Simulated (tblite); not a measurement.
Q: Give a GFN2-xTB geometry of `C#C[Si](C#CC)S[SiH3]` [radical]. (Doublet state.)

A: 
```
atom  x, y, z in Å
C1     0.9821    3.3661    0.3710
C2     0.6677    2.3865   -0.2585
Si3    0.2528    1.0293   -1.4209
C4    -1.1235   -0.0081   -0.8113
C5    -2.0693   -0.7280   -0.5879
C6    -3.1884   -1.5790   -0.2613
S7     2.0066   -0.1596   -1.9365
Si8    2.7927   -0.6912   -0.0289
H9     1.2471    4.1984    0.9574
H10   -4.1160   -1.1202   -0.6043
H11   -3.0712   -2.5465   -0.7494
H12   -3.2469   -1.7316    0.8167
H13    1.7550   -1.4021    0.7072
H14    3.9197   -1.5375   -0.3788
H15    3.1870    0.5314    0.6579
```

Any rigid rotation of these coordinates is as good. Atoms count from 1 in this order. The 2 S–Si bonds span 2.131 Å (S7–Si8, drawn single) to 2.181 Å (Si3–S7, drawn single), a spread of 0.050 Å. Si3 (silicon bonded to 2 C and S) is pyramidal (angles 112.3°, 112.0° and 111.8°, sum 336.1°, 0.56 Å off the plane of its three neighbours). S7 (sulfur bonded to 2 Si) is bent (angle 102.8°). Si8 (silicon bonded to S and 3 H) is distorted tetrahedral (angles from 102.5° to 113.1°).

Bonds between heavy atoms (Å): C1≡C2 1.206, C2–Si3 1.834, Si3–C4 1.828, C4≡C5 1.209, C5–C6 1.443, Si3–S7 2.181, S7–Si8 2.131.

Computed geometry: GFN2-xTB, gas phase. This method treats the open shell by occupation alone, without spin polarisation.

Point group: C1 (no symmetry element, even within 0.4 Å). Its lowest GFN2-xTB frequency is 15i cm⁻¹, too small to tell a flat minimum from a shallow saddle. Torsions: C2–Si3–S7–Si8 53°. 3 starts were optimised and ended at 0.00, 0.19 and 0.28 kcal/mol (GFN2-xTB); the lowest of these is shown.

One conformer stands for the species.
